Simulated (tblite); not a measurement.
Start geometry of `[SiH3]OC([Si@H](OC)C=C)=C` from a force field or distance geometry (Å):
```
atom  x, y, z in Å
C1    -2.0492    2.1960    0.1702
C2    -1.8952    0.9175   -0.2036
Si3   -0.5530   -0.1097    0.5838
O4    -0.9070   -1.7563    0.2819
C5    -2.2700   -1.9655    0.4187
C6     1.0374    0.2210   -0.2965
C7     1.1853   -0.2858   -1.5091
O8     2.0525    0.9734    0.3023
Si9    3.6708    0.3357    0.3030
H10   -1.4323    2.6685    0.9240
H11   -2.8579    2.7284   -0.3275
H12   -2.5239    0.4430   -0.9393
H13   -0.4047    0.1291    2.0152
H14   -2.4166   -3.0637    0.4531
H15   -2.6118   -1.4731    1.3468
H16   -2.7956   -1.5106   -0.4241
H17    0.3308   -0.8604   -1.8770
H18    2.0624   -0.1765   -2.1139
H19    3.9995   -0.1452   -1.0292
H20    4.6398    1.4399    0.5803
H21    3.7298   -0.6890    1.3401
```

Task: What comes out of this run: GFN2-xTB geometry optimisation, gas phase in tblite 0.8.0?

Result: 
```
atom  x, y, z in Å
C1    -1.4119    2.4240    0.5351
C2    -1.5056    1.2421   -0.0555
Si3   -0.6580   -0.3441    0.5270
O4    -1.4032   -1.6733   -0.0463
C5    -2.7284   -2.0587    0.1673
C6     1.0732   -0.4476   -0.2166
C7     1.5397   -1.3779   -1.0363
O8     1.8123    0.6096    0.2128
Si9    3.3183    1.1233   -0.1045
H10   -0.8451    2.5575    1.4418
H11   -1.8900    3.3098    0.1437
H12   -2.0870    1.1783   -0.9713
H13   -0.5937   -0.3481    1.9958
H14   -2.9221   -2.9489   -0.4320
H15   -2.8965   -2.2902    1.2215
H16   -3.4198   -1.2665   -0.1282
H17    0.9062   -2.1906   -1.3360
H18    2.5485   -1.3531   -1.4177
H19    3.4923    1.4299   -1.5266
H20    3.3385    2.3100    0.7369
H21    4.3233    0.1316    0.2887
```

The energy falls by 0.964 eV over 237 L-BFGS steps, the largest force on an atom goes from 2.13 to 0.009 eV/Å, and the atoms move by 1.024 Å rms after alignment. The bond that changes most is O8–Si9 (silyl ether oxygen to oxygen-bound silicon), which shortens by 0.117 Å. Bonds longer at the end by more than 0.005 Å: 8 of 20; shorter: 10. Among the angles that change most is Si3–O4–C5, from 109.4° to 127.3°. Among the dihedrals that turn most is Si3–C6–O8–Si9, from 130° to -177°. Rotational constants go from 1882, 632.7, 537.2 to 1778, 673.3, 516.3 MHz. The orientation of the end geometry is arbitrary; only internal coordinates are fixed.

The run took 2.4 s wall on Arm Neoverse V1, one thread (shared host).

Its lowest GFN2-xTB frequency is 2 cm⁻¹, too small to tell a flat minimum from a shallow saddle. One conformer, not necessarily the lowest. 3 starts were optimised and ended at 0.00, 1.68 and 1.80 kcal/mol (GFN2-xTB); the lowest of these is shown.

The numbers are calculated, not measured.
